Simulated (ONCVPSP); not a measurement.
**u(r) = r·R(r): atom against pseudo-atom (Mg (Z = 12))**

Columns: radius, all-electron u(r) and pseudo u(r) of the 3s shell (level -4.57 eV) of magnesium in the configuration [Ne] 3s2; BLYP, non-relativistic, ONCV scheme, ONCVPSP 4.0.1.

```json
{"r (bohr)": "0.140", "all-electron": "0.0573", "pseudo": "0.0384"}
{"r (bohr)": "0.280", "all-electron": "-0.1476", "pseudo": "0.0755"}
{"r (bohr)": "0.420", "all-electron": "-0.2431", "pseudo": "0.1111"}
{"r (bohr)": "0.560", "all-electron": "-0.2299", "pseudo": "0.1463"}
{"r (bohr)": "0.700", "all-electron": "-0.1539", "pseudo": "0.1827"}
{"r (bohr)": "0.840", "all-electron": "-0.0503", "pseudo": "0.2214"}
{"r (bohr)": "0.980", "all-electron": "0.0600", "pseudo": "0.2616"}
{"r (bohr)": "1.120", "all-electron": "0.1657", "pseudo": "0.3016"}
{"r (bohr)": "1.260", "all-electron": "0.2610", "pseudo": "0.3394"}
{"r (bohr)": "1.400", "all-electron": "0.3435", "pseudo": "0.3745"}
{"r (bohr)": "1.540", "all-electron": "0.4127", "pseudo": "0.4080"}
{"r (bohr)": "1.680", "all-electron": "0.4689", "pseudo": "0.4418"}
{"r (bohr)": "1.820", "all-electron": "0.5130", "pseudo": "0.4771"}
{"r (bohr)": "1.960", "all-electron": "0.5464", "pseudo": "0.5128"}
{"r (bohr)": "2.100", "all-electron": "0.5704", "pseudo": "0.5459"}
{"r (bohr)": "2.240", "all-electron": "0.5862", "pseudo": "0.5723"}
{"r (bohr)": "2.380", "all-electron": "0.5947", "pseudo": "0.5890"}
{"r (bohr)": "2.520", "all-electron": "0.5970", "pseudo": "0.5955"}
{"r (bohr)": "2.660", "all-electron": "0.5939", "pseudo": "0.5938"}
{"r (bohr)": "2.800", "all-electron": "0.5865", "pseudo": "0.5865"}
{"r (bohr)": "2.940", "all-electron": "0.5754", "pseudo": "0.5754"}
{"r (bohr)": "3.080", "all-electron": "0.5614", "pseudo": "0.5614"}
{"r (bohr)": "3.220", "all-electron": "0.5451", "pseudo": "0.5451"}
{"r (bohr)": "3.360", "all-electron": "0.5270", "pseudo": "0.5270"}
{"r (bohr)": "3.500", "all-electron": "0.5076", "pseudo": "0.5076"}
{"r (bohr)": "3.640", "all-electron": "0.4874", "pseudo": "0.4874"}
```

How many radial nodes do the two functions have?

The all-electron 3s function has n − l − 1 = 2; the pseudo-wave has 0, since the states of the same l below it are removed with the core.

At about which radius was the pseudo-wave matched?

2.80 bohr, where the columns begin to agree (steps of 0.14 bohr).

Where does each function peak?

Outermost all-electron maximum near 2.52 bohr, pseudo maximum near 2.52 bohr (to the table’s step).

Is the pseudo-wave norm-conserving?

Yes: the ONCV scheme keeps the norm inside the radius equal to the all-electron one, which fixes the energy derivative of the logarithmic derivative at the level.
